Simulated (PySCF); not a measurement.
**Electron correlation in Ir⁺ (iridium, charge +1)**

[Xe] 4f14 5d8, high-spin 3F determinant (an excited configuration). Calculation: PySCF 2.14, in aug-cc-pVDZ-PP with ECP60MDF; scalar relativity through the core potential. Frozen: 5s2 5p6; 8 electrons correlated.

| level | correlation energy (mhartree) |
| --- | --- |
| CCSD | -169.54 |
| (T) | -5.15 |
| CCSD(T) | -174.69 |

Diagnostics: T1 = 0.0060, D1 = 0.0089, largest double amplitude 0.050.

Spin-orbit coupling, absent here, splits the open shell strongly.

Cost of the coupled-cluster step: of the order of 5 core-seconds, for 8 correlated electrons.

Iterations:

```
CC2 = 0
CCSD nocc = (np.int64(5), np.int64(3)), nmo = (50, 50)
frozen orbitals [[0, 1, 2, 3], [0, 1, 2, 3]]
max_cycle = 100
direct = 0
conv_tol = 1e-08
conv_tol_normt = 1e-06
diis_space = 8
diis_start_cycle = 0
Init t2, MP2 energy = -0.165403428942711
Init E_corr(UCCSD) = -0.165403428954114
cycle = 1  E_corr(UCCSD) = -0.166259633719257  dE = -0.000856204765  norm(t1,t2) = 0.0362272
cycle = 2  E_corr(UCCSD) = -0.167939846772879  dE = -0.00168021305  norm(t1,t2) = 0.0176612
cycle = 3  E_corr(UCCSD) = -0.169053076988415  dE = -0.00111323022  norm(t1,t2) = 0.0120891
cycle = 4  E_corr(UCCSD) = -0.169501397157632  dE = -0.000448320169  norm(t1,t2) = 0.0055478
cycle = 5  E_corr(UCCSD) = -0.169500568982141  dE = 8.28175491e-07  norm(t1,t2) = 0.00267098
cycle = 6  E_corr(UCCSD) = -0.169539205329873  dE = -3.86363477e-05  norm(t1,t2) = 0.000913401
cycle = 7  E_corr(UCCSD) = -0.169544585130165  dE = -5.37980029e-06  norm(t1,t2) = 0.000215029
cycle = 8  E_corr(UCCSD) = -0.169543884437851  dE = 7.00692314e-07  norm(t1,t2) = 7.79093e-05
cycle = 9  E_corr(UCCSD) = -0.169543955644024  dE = -7.12061733e-08  norm(t1,t2) = 1.7253e-05
cycle = 10  E_corr(UCCSD) = -0.169544073840172  dE = -1.18196148e-07  norm(t1,t2) = 5.80795e-06
cycle = 11  E_corr(UCCSD) = -0.169544097987364  dE = -2.41471923e-08  norm(t1,t2) = 2.04481e-06
cycle = 12  E_corr(UCCSD) = -0.169544091871613  dE = 6.11575157e-09  norm(t1,t2) = 6.22749e-07
UCCSD converged
E(UCCSD) = -103.5033636010904  E_corr = -0.1695440918716127
UCCSD(T) correction = -0.00514721275313985
```
